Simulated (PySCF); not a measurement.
Isomers of C3H5Cl. Gas-phase values, no solvent. Strings in code marks are SMILES.

The vertical ionisation energy (Delta-SCF) from two functionals at the same geometries (PBE0-D3(BJ)/def2-TZVP), both in PySCF: PBE-D3(BJ)/def2-TZVP and PBE0-D3(BJ)/def2-TZVP. Delta-SCF ions had no search for a lower state. 

```csv
species,PBE-D3(BJ)/def2-TZVP (eV)
`C(C)(=C)Cl`,9.37
`ClC1CC1`,9.80
`C/C=C/Cl`,9.15
`C/C=C\Cl`,9.21
```

Task: What does PBE0-D3(BJ)/def2-TZVP give for each?

Result: 
- `C(C)(=C)Cl`: 9.47
- `ClC1CC1`: 10.05
- `C/C=C/Cl`: 9.29
- `C/C=C\Cl`: 9.34
Over these rows, drawn at random from the members with no instability flagged (it was tested for open shells, ions and some series alone), PBE minus PBE0-D3(BJ): mean -0.16 eV, from -0.25 eV to -0.11 eV.
